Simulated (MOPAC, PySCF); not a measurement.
C2H8Si2, SMILES `[SiH3][SiH]1CC1`, neutral singlet in the gas phase. 

Z-matrix (Å, degrees):
```
Si
H 1 1.4774
C 1 1.8662 2 116.71
H 3 1.0835 1 119.19 2 -148.91
H 3 1.0837 4 112.74 1 -145.86
C 3 1.5385 4 116.51 5 -138.56
H 6 1.0835 3 116.53 4 0.05
H 6 1.0837 7 112.74 3 -138.57
Si 1 2.3204 2 118.78 6 152.54
H 9 1.4832 1 111.63 2 60.49
H 9 1.4832 10 108.24 1 123.25
H 9 1.4835 10 108.88 11 118.22
```
Charge 0, multiplicity 1.

All levels are single points at this geometry (B3LYP-D3(BJ)/def2-TZVP); Pople sets use spherical d functions. Orbital energies aren't observables, and empty levels follow the basis.

| level | HOMO (eV) | LUMO (eV) | gap (eV) | dipole (D) | vertical IE, Delta-SCF (eV) |
|---|---|---|---|---|---|
| B3LYP-D3(BJ)/def2-TZVP in PySCF | -6.66 | -0.38 | 6.28 | 0.16 | – |
| PBE-D3(BJ)/def2-TZVP in PySCF | -5.79 | -1.00 | 4.80 | 0.34 | – |
| M06-2X/6-31G* in PySCF | -7.73 | 0.99 | 8.72 | 0.25 | – |
| SVWN5/6-31G* in PySCF | -5.66 | -0.68 | 4.99 | 0.59 | 8.77 |
| HF/STO-3G in PySCF | -7.11 | 10.01 | 17.12 | 1.17 | – |
| PM3 in MOPAC | -9.03 | -1.46 | 7.57 | 0.18 | – |
